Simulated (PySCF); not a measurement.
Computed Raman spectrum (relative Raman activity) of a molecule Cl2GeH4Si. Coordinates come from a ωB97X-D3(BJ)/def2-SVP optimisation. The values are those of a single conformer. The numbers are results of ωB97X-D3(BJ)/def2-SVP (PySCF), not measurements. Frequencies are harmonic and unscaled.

Lines under 2 % of the strongest are left out, and lines within 2 cm⁻¹ are merged.

ν (cm⁻¹): 357 (w), 479 (vw), 556 (vw), 816 (w), 834 (w), 901 (m), 2193 (vs), 2196 (s), 2204 (s), 2292 (s) (against the strongest line: vs over 80 %, s over 45 %, m over 15 %, w over 4 %, vw less)

### Question
Identify the compound among the candidates.
A) [SiH3][GeH]([Cl])[Cl]
B) Cl[SiH2][GeH2][Cl]
C) Cl[SiH](Cl)[GeH3]

### Answer
C, Cl[SiH](Cl)[GeH3]
